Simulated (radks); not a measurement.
The numbers below are computed, except where a source is named.
Excited configurations of Zr2+: one electron is placed in a higher orbital outside [Kr] 4d1. The ground configuration is [Kr] 4d2. Code: a radial shooting solver on a logarithmic mesh with Libxc functionals. Model: Dirac Kohn-Sham, BLYP, spin-unpolarised, spherical densities, point nucleus; open shells fill j = l - 1/2 first. Excitation = E - E(ground); binding = E(ion) - E, where the ion is the core of charge +3; n* = 3/sqrt(2 binding) in atomic units, and the quantum defect is n - n*.

outer orbital	excitation (eV)	binding (eV)	n*	eigenvalue (eV)
5s1/2	1.643	20.991	2.415	-17.501
5p1/2	6.171	16.462	2.727	-13.514
5d3/2	12.429	10.204	3.464	-8.300
6p1/2	13.726	8.908	3.708	-7.528
6f5/2	18.643	3.991	5.539	-3.325
7p1/2	16.975	5.658	4.652	-4.838

The Delta-SCF ionisation energy is 22.633 eV (NIST Atomic Spectra Database: 23.170 eV, semi-empirical). Self-interaction in the functional shifts the binding energies and quantum defects, so they are the method's values and not measured ones. Spin polarisation and multiplet splitting are left out, so open shells lie too high by an amount that depends on their filling.

Beside tabulated values, note that spin-unpolarised runs miss the spin-polarisation part of the exchange energy of open shells.
